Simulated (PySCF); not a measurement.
# Bond curve of RbMg

Set-up: PySCF, scalar-relativistic core potentials, basis sets Rb def2-SVP with ECP28, Mg def2-SVP. Energies in eV from Rb + Mg in their ground configurations at the same level. State: ²Σ⁺ (doublet), unpaired electrons σ ↑.

```csv
R (Å),ROHF-SCS-MP2,PBE0
3.555,0.1393,-0.0564
3.721,0.0701,-0.1079
3.886,0.0250,-0.1351
4.010,0.0026,-0.1443
4.134,-0.0126,-0.1468
4.258,-0.0227,-0.1444
4.423,-0.0304,-0.1363
4.630,-0.0343,-0.1217
4.878,-0.0347,-0.1020
5.209,-0.0323,-0.0770
```

Problem. Put a parabola through the three lowest points of the ROHF-SCS-MP2 curve and estimate Re, k and ωe (reduced mass 18.7 u; 1 eV/Å² = 0.16022 mdyn/Å; ωe = 1302.8·√(k/μ) cm⁻¹).

Solution. Through R = 4.63, 4.878, 5.209 Å the second-order coefficient is 0.0153 eV/Å², so Re ≈ 4.807 Å, k ≈ 0.00491 mdyn/Å and ωe ≈ 21 cm⁻¹. A polynomial fit of higher order to the unrounded ROHF-SCS-MP2 energies gives Re = 4.775 Å, k = 0.00743 mdyn/Å, ωe = 26.0 cm⁻¹; anharmonicity and rounding make the difference.

The higher-order fit for each curve: ROHF-SCS-MP2: Re = 4.775 Å, ωe = 26.0 cm⁻¹, De = 0.035 eV; PBE0: Re = 4.128 Å, ωe = 67.9 cm⁻¹, De = 0.147 eV.

Correlated steps freeze 1 core orbital. The bond is weak. Basis-set superposition, not corrected here, can be much of De in a small basis, most of all at correlated wavefunction levels. Functionals without a dispersion term scatter widely for such bonds, and LDA overbinds them. Spin–orbit coupling is left out. The state was picked by a PBE0 search and need not be the measured ground state.
